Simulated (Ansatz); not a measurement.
`O=C(O)C(F)(F)F` + H–F → `O=C(F)C(F)(F)F` + H₂O at 298.15 K and 1 bar (substitution at a C–O bond).

Isolated molecules relaxed with PBE0-D4/def2-TZVP in Ansatz; ΔE leaves out vibrations. CCSD(T)/CBS adds triple-zeta CCSD(T) − MP2 to the extrapolated MP2 energy (def2 sets, frozen cores). This one scheme is used for every species. Each species was taken in one conformer, which may not be the lowest.

| species | CCSD(T)/CBS energy (Eh) | H − E (kJ/mol) | S (J/(mol·K)) |
| --- | --- | --- | --- |
| `O=C(O)C(F)(F)F` | -526.42912 | 122.4 | 338.3 |
| H–F | -100.39570 | 33.5 | 173.6 |
| `O=C(F)C(F)(F)F` | -550.43128 | 88.2 | 334.4 |
| H₂O | -76.37941 | 66.4 | 188.7 |

H − E and S are ideal-gas, rigid-rotor, harmonic terms from PBE0-D4/def2-TZVP, for one conformer and one mirror image of each species. 1 Eh = 2625.50 kJ/mol, R = 8.31446 J/(mol·K).

**Question.** By hand: ΔE, ΔH, ΔS and ΔG.

**Answer.** ΔE = (-550.43128) + (-76.37941) − (-526.42912) − (-100.39570) = 0.01413 Eh = 37.1 kJ/mol. Δ(H − E) = 88.2 + 66.4 − 122.4 − 33.5 = -1.3, so ΔH = 35.8 kJ/mol. ΔS = 334.4 + 188.7 − 338.3 − 173.6 = 11.2 J/(mol·K). ΔG = 35.8 − 298.15 × (11.2)/1000 = 32.5 kJ/mol.

**Question.** By hand: the equilibrium constant, and the temperature at which ΔG would vanish if ΔH and ΔS stayed fixed.

**Answer.** log₁₀ K = −ΔG/(RT ln 10) = -5.7. ΔG = 0 at ΔH/ΔS = 3196 K, far beyond where these terms or the molecules hold.

The number of gas molecules stays the same, so ΔS is small and ΔH decides. A doubt of 5 kJ/mol in ΔE shifts log₁₀ K by 0.9 here. Other conformers and mirror images would add mixing entropy, several J/(mol·K) or more a flexible species. Modes under 60 cm⁻¹, often nearly free rotors, make the harmonic entropy too high. These are equilibria of isolated gas molecules and say nothing of rates. Largest T1 diagnostic: 0.014 (customary marks: 0.02 for closed shells, 0.045 for open ones).
